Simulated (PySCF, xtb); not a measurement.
H₃O₃Zr, SMILES [OH][Zr]([OH])[OH] (connectivity only; charge and spin as stated), neutral, multiplicity 2. Other conformers were not sampled.

Harmonic wavenumbers (cm⁻¹) from xtb 6.7.1 with GFN2-xTB at its own minimum, in rising order: 88, 105, 124, 168, 274, 297, 372, 403, 503, 512, 556, 570, 3479, 3488, 3510.

Problem. What does PBE-D3(BJ)/def2-SVP (PySCF) give at its own minimum? (An estimate is asked for; the answer gives what the named calculation found.)

Solution. 74, 143, 152, 152, 288, 288, 399, 399, 417, 683, 710, 710, 3872, 3872, 3875. Paired by order, the mean absolute difference is 123 cm⁻¹ and the zero-point energies are 20.7 and 22.9 kcal/mol.
